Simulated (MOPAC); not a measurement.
MOPAC input (PM6):

```
PM6 PRECISE GNORM=0.05 LET XYZ GEO-OK AUX(PRECISION=9) THREADS=1
OZr

Zr   -0.00000000 1   -0.00000000 1   -0.28629840 1
O     0.00000000 1    0.00000000 1    1.43149202 1
```

Output:

```
 *******************************************************************************
 **                                                                           **
 **                              MOPAC v23.2.5                                **
 **                                                                           **
 *******************************************************************************
 ** MOPAC's Digital Object Identifier: https://doi.org/10.5281/zenodo.6511958 **
 **                                                                           **
 ** Please cite the open-source release paper for use of this MOPAC version:  **
 ** J. E. Moussa and J. J. P. Stewart (2026)                                  **
 ** MOPAC: An open-source semiempirical molecular orbital program             **
 ** J. Open Source Softw., 11(119), 8025, https://doi.org/10.21105/joss.08025 **
 *******************************************************************************

                              PM6 CALCULATION RESULTS

 *******************************************************************************
 *  PM6        - The PM6 Hamiltonian to be used
 *  GEO-OK     - OVERRIDE INTERATOMIC DISTANCE AND OTHER SAFETY CHECKS
 *  LET        - OVERRIDE SOME SAFETY CHECKS
 *  PRECISE    - TIGHTER CRITERIA TO BE USED
 *  XYZ        - CARTESIAN COORDINATE SYSTEM TO BE USED
 *  GNORM      - EXIT WHEN GRADIENT NORM DROPS BELOW 0.050
 *  AUX        - OUTPUT AUXILIARY INFORMATION
 *******************************************************************************
PM6 PRECISE GNORM=0.05 LET XYZ GEO-OK AUX(PRECISION=9) THREADS=1
 OZr

   ATOM   CHEMICAL          X               Y               Z
  NUMBER   SYMBOL      (ANGSTROMS)     (ANGSTROMS)     (ANGSTROMS)

     1      Zr         -0.00000000  *  -0.00000000  *  -0.28629840  *
     2       O          0.00000000  *   0.00000000  *   1.43149202  *

          CARTESIAN COORDINATES

    NO.       ATOM           X           Y           Z

     1        Zr         -0.0000     -0.0000     -0.2863
     2         O          0.0000      0.0000      1.4315

 General Reference for PM6:
 "Optimization of Parameters for Semiempirical Methods V: Modification of NDDO Approximations
 and Application to 70 Elements", J. J. P. Stewart, J. Mol. Mod., 13, 1173-1213 (2007)
 URL: https://link.springer.com/article/10.1007/s00894-007-0233-4

           Empirical Formula: O Zr  =     2 atoms

      MOLECULAR POINT GROUP   :   C*v

      RHF CALCULATION, NO. OF DOUBLY OCCUPIED LEVELS = 5

          Geometry optimization using EF

          DIAGONAL MATRIX USED AS START HESSIAN

 CYCLE:     1  GRAD.:   104.142 HEAT:  27.69855
 CYCLE:     2  GRAD.:   198.411 HEAT:  42.00992
 CYCLE:     3  GRAD.:    34.344 HEAT:  25.55062
 CYCLE:     4  GRAD.:    15.631 HEAT:  25.27855
 CYCLE:     5  GRAD.:     0.749 HEAT:  25.21506
 CYCLE:     6  GRAD.:     0.022 HEAT:  25.21492

     GRADIENT =  0.02167 IS LESS THAN CUTOFF =  0.05000

 -------------------------------------------------------------------------------
 PM6 PRECISE GNORM=0.05 LET XYZ GEO-OK AUX(PRECISION=9) THREADS=1
 OZr

     GEOMETRY OPTIMISED USING EIGENVECTOR FOLLOWING (EF).
     SCF FIELD WAS ACHIEVED

                              PM6 CALCULATION
                                                       MOPAC v23.2.5 Linux

          FINAL HEAT OF FORMATION =         25.21492 KCAL/MOL =     105.49922 KJ/MOL

          COSMO AREA              =        141.76 SQUARE ANGSTROMS
          COSMO VOLUME            =        157.11 CUBIC ANGSTROMS

          GRADIENT NORM           =          0.02167          =       0.01532 PER ATOM
          IONIZATION POTENTIAL    =          5.612869 EV
          HOMO LUMO ENERGIES (EV) =         -5.613 -0.487
          NO. OF FILLED LEVELS    =          5
          MOLECULAR WEIGHT        =        107.2194         POINT GROUP:  C*v

          MOLECULAR DIMENSIONS (Angstroms)

            Atom       Atom       Distance
            O     2   Zr     1     1.78791
            O     2   Zr     1     0.00000
           Zr     1    O     2     0.00000

          SCF CALCULATIONS        =          7

   ATOM   CHEMICAL          X               Y               Z
  NUMBER   SYMBOL      (ANGSTROMS)     (ANGSTROMS)     (ANGSTROMS)

     1      Zr          0.00000000  *   0.00000000  *  -0.32135766  *
     2       O         -0.00000000  *   0.00000000  *   1.46655128  *

                             CARTESIAN COORDINATES

   1   Zr        0.000000000     0.000000000    -0.321357660
   2    O       -0.000000000     0.000000000     1.466551280

           Empirical Formula: O Zr  =     2 atoms

      MOLECULAR POINT GROUP   :   C*v

                  EIGENVALUES
 -25.79239 -11.53459 -11.53459  -9.82152  -5.61287  -0.48685  -0.37065  -0.37065
  -0.08973  -0.08973   3.64191   3.64191   7.34076

              NET ATOMIC CHARGES AND DIPOLE CONTRIBUTIONS

  ATOM NO.   TYPE          CHARGE      No. of ELECS.   s-Pop       p-Pop       d-Pop
    1         Zr           0.477029        3.5230     1.82899     0.35592     1.33806
    2          O          -0.477029        6.4770     1.70306     4.77397
 DIPOLE           X         Y         Z       TOTAL
 POINT-CHG.     0.000    -0.000    -4.097     4.097
 HYBRID         0.000     0.000    -3.828     3.828
 SUM            0.000     0.000    -7.924     7.924

          ATOMIC ORBITAL ELECTRON POPULATIONS

     Atom    s        px        py        pz      x^2-y^2     xz        z^2       yz        xy
    1 Zr   1.82899   0.08091   0.08091   0.19409   0.00000   0.44429   0.44949   0.44429   0.00000
    2  O   1.70306   1.47480   1.47480   1.82437

 **********************
 *                    *
 * JOB ENDED NORMALLY *
 *                    *
 **********************

 == MOPAC DONE ==
```
